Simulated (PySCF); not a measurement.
## [Hf(F)4] (charge 0, multiplicity 1)

Level of theory: PySCF 2.14.0 with PBE-D3(BJ)/def2-TZVP // PBE-D3(BJ)/def2-SVP.

The HOMO is -10.09 eV. The dipole moment comes out as 0.00 D and the LUMO is -1.71 eV. The HOMO–LUMO gap comes out as 8.37 eV and the charge on the central atom (Mulliken) is 1.54 e. The total energy is -447.5787 Ha and the cost is roughly 30 core-seconds.

```xyz
5

Hf     0.0000     0.0000     0.0000
F      1.5243     0.5993    -0.9929
F     -0.6436    -1.6418    -0.7476
F     -1.3799     1.3254    -0.0869
F      0.4993    -0.2830     1.8273
```
